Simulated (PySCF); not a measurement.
A calculated (PBE0, PySCF 2.14, x2c-TZVPPall with one added diffuse shell each of s, p, d type, scalar relativity by spin-free X2C-1e) atom or ion has these occupied shells.

```
shell  electrons  orbital energy (eV)  rms radius, mean of both spins (bohr)
   1s          2              -3149.1                                 0.0992
   2s          2              -307.29                                  0.449
   2p          6              -237.70                                  0.419
   3s          2              -27.243                                   1.52
   3p          6              -11.973                                   1.82
```

Q: Name the element and its charge.

A: Ar (argon, neutral), in [Ar], closed-shell 1S.
